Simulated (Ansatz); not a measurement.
Calculated with Ansatz (gas phase, PBE0-D4/def2-TZVP geometries, no zero-point term in ΔE). CBS: MP2 limit from def2 TZ/QZ plus the TZ coupled-cluster correction, frozen cores. This one scheme is used for every species. Functionals use def2-TZVPP. def2 core potentials past Kr. For In outer-core shells are correlated without core-valence functions, which leaves a few kJ/mol of doubt a bond. Each species was taken in one conformer, which may not be the lowest.

Consider the ligand exchange at the In–O bond: `C[CH2][InH][O][SiH3]` + HCl → `C[CH2][InH][Cl]` + `O[SiH3]`.

Problem. Is it downhill or uphill in electronic energy at CCSD(T)/CBS, and by how much? (Best estimate.)

Solution. Computed: Downhill: ΔE = -16.2 kcal/mol.

Problem. What do these levels give: LDA (SPW92), r2SCAN-D4, CAM-B3LYP-D4, ωB97X-V, B2PLYP, BLYP, PBE0, CAM-B3LYP, LC-ωPBE, CCSD/def2-SVP, HF/def2-TZVPP, MP2/def2-QZVPP? (Best estimate.)

Solution. Ansatz gave: LDA (SPW92) -17.4, r2SCAN-D4 -17.8, CAM-B3LYP-D4 -16.8, ωB97X-V -17.4, B2PLYP -17.5, BLYP -18.1, PBE0 -19.6, CAM-B3LYP -17.9, LC-ωPBE -17.9, CCSD/def2-SVP -15.3, HF/def2-TZVPP -21.1, MP2/def2-QZVPP -16.5 kcal/mol.

Largest T1 diagnostic among the species: 0.014.

In def2-TZVPP, CCSD(T) changes the Hartree–Fock value by +5.3 kcal/mol (the triples alone add +0.6 kcal/mol) and MP2 by +4.7 kcal/mol. From PBE to PBE0 (25 % exact exchange), in def2-TZVPP and without D4, ΔE moves by −1.1 kcal/mol. Leaving LDA and LC-ωPBE aside and taking each functional with its dispersion term where it has one, the values, not all of them listed here, spread over 2.8 kcal/mol, from r2SCAN0-D4 to BLYP-D4. LDA lies +1.2 kcal/mol from PBE without D4.
